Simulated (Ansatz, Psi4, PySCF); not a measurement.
CH2N (SMILES C=[N]), doublet, at a GFN2-xTB geometry. Base run: BLYP/cc-pVDZ in PySCF.

Geometry (Å):
```xyz
4

C     -0.4732     0.1047    -0.0114
N      0.7114    -0.1573     0.0171
H     -1.2681    -0.6498     0.0415
H     -0.8727     1.1233    -0.0929
```
Charge 0, spin multiplicity 2.
Orbitals are unrestricted.
All else is at PySCF's defaults.

The same geometry, method and basis name were run in Ansatz (an electronic-structure program) and Psi4 and PySCF, at each program's defaults and at the settings that a row names. The base is PySCF at its defaults. Differences at the defaults can come from grids, fitting, cores and function types together.

| code and settings | ΔE vs base (µEh) | basis functions | E (Eh) | SCF cycles | dipole (D) |
|---|---|---|---|---|---|
| PySCF, defaults (exact integrals, its default grid, spherical functions) | 0.0 | 38 | -93.95115 | 9 | 2.20 |
| Psi4, defaults (density fitting with its default set, its default grid, spherical functions) | -43.1 | 38 | -93.95119 | 9 | 2.20 |
| Ansatz, defaults (factorised integrals, its default grid, spherical functions) | -0.8 | 38 | -93.95115 | - | - |
| PySCF, density fitting with def2-universal-jkfit | -33.5 | 38 | -93.95118 | 9 | 2.20 |
| PySCF, fine grid | 0.0 | 38 | -93.95115 | 9 | 2.20 |
| Psi4, exact integrals, spherical functions, fine grid | 0.0 | 38 | -93.95115 | 11 | 2.20 |
| Ansatz, high accuracy | 0.0 | 38 | -93.95115 | - | - |

Open shells are given as the SCF converged; they aren't shown to be the lowest states, and a large step between rows can be another state.
